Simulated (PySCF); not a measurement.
SMILES COc1ccc([SiH3])s1 (C5H8OSSi), GFN2-xTB optimised geometry.

```
16

C     -2.33    -2.32     0.00
O     -0.94    -2.52     0.00
C     -0.16    -1.43     0.00
C      1.20    -1.43     0.00
C      1.73    -0.12     0.00
C      0.80     0.87     0.00
Si     1.04     2.73     0.00
S     -0.80     0.19     0.00
H     -2.65    -1.76    -0.88
H     -2.65    -1.76     0.90
H     -2.79    -3.30     0.00
H      1.78    -2.33     0.00
H      2.79     0.08     0.00
H      0.39     3.30     1.18
H      2.48     2.97     0.03
H      0.44     3.30    -1.21
```

Density from PySCF 2.14.0 with PBE/def2-TZVP at that geometry.

Minimum of the electron density along straight lines between bonded atoms, close to the bond critical point (lines longer than 1.1 times the sum of covalent radii, or with two minima, are not listed):

```json
[
 {"bond": "C1–O2", "length / Å": "1.408", "ρ at the minimum / e bohr⁻³": "0.259", "∇²ρ there / e bohr⁻⁵": "-0.50", "position (fraction from the first atom)": "0.35"},
 {"bond": "O2–C3", "length / Å": "1.345", "ρ at the minimum / e bohr⁻³": "0.303", "∇²ρ there / e bohr⁻⁵": "-0.57", "position (fraction from the first atom)": "0.65"},
 {"bond": "C3–C4", "length / Å": "1.364", "ρ at the minimum / e bohr⁻³": "0.328", "∇²ρ there / e bohr⁻⁵": "-0.94", "position (fraction from the first atom)": "0.53"},
 {"bond": "C4–C5", "length / Å": "1.409", "ρ at the minimum / e bohr⁻³": "0.301", "∇²ρ there / e bohr⁻⁵": "-0.82", "position (fraction from the first atom)": "0.50"},
 {"bond": "C5–C6", "length / Å": "1.362", "ρ at the minimum / e bohr⁻³": "0.326", "∇²ρ there / e bohr⁻⁵": "-0.92", "position (fraction from the first atom)": "0.49"},
 {"bond": "C6–Si7", "length / Å": "1.870", "ρ at the minimum / e bohr⁻³": "0.116", "∇²ρ there / e bohr⁻⁵": "0.22", "position (fraction from the first atom)": "0.61"},
 {"bond": "C3–S8", "length / Å": "1.739", "ρ at the minimum / e bohr⁻³": "0.207", "∇²ρ there / e bohr⁻⁵": "-0.39", "position (fraction from the first atom)": "0.49"},
 {"bond": "C6–S8", "length / Å": "1.744", "ρ at the minimum / e bohr⁻³": "0.202", "∇²ρ there / e bohr⁻⁵": "-0.35", "position (fraction from the first atom)": "0.46"},
 {"bond": "C1–H9", "length / Å": "1.095", "ρ at the minimum / e bohr⁻³": "0.280", "∇²ρ there / e bohr⁻⁵": "-0.96", "position (fraction from the first atom)": "0.65"},
 {"bond": "C1–H10", "length / Å": "1.095", "ρ at the minimum / e bohr⁻³": "0.280", "∇²ρ there / e bohr⁻⁵": "-0.96", "position (fraction from the first atom)": "0.65"},
 {"bond": "C1–H11", "length / Å": "1.088", "ρ at the minimum / e bohr⁻³": "0.286", "∇²ρ there / e bohr⁻⁵": "-1.00", "position (fraction from the first atom)": "0.65"},
 {"bond": "C4–H12", "length / Å": "1.074", "ρ at the minimum / e bohr⁻³": "0.285", "∇²ρ there / e bohr⁻⁵": "-1.00", "position (fraction from the first atom)": "0.65"},
 {"bond": "C5–H13", "length / Å": "1.076", "ρ at the minimum / e bohr⁻³": "0.287", "∇²ρ there / e bohr⁻⁵": "-1.01", "position (fraction from the first atom)": "0.65"},
 {"bond": "Si7–H14", "length / Å": "1.465", "ρ at the minimum / e bohr⁻³": "0.124", "∇²ρ there / e bohr⁻⁵": "0.17", "position (fraction from the first atom)": "0.50"},
 {"bond": "Si7–H15", "length / Å": "1.462", "ρ at the minimum / e bohr⁻³": "0.124", "∇²ρ there / e bohr⁻⁵": "0.17", "position (fraction from the first atom)": "0.50"},
 {"bond": "Si7–H16", "length / Å": "1.465", "ρ at the minimum / e bohr⁻³": "0.124", "∇²ρ there / e bohr⁻⁵": "0.17", "position (fraction from the first atom)": "0.50"}
]
```
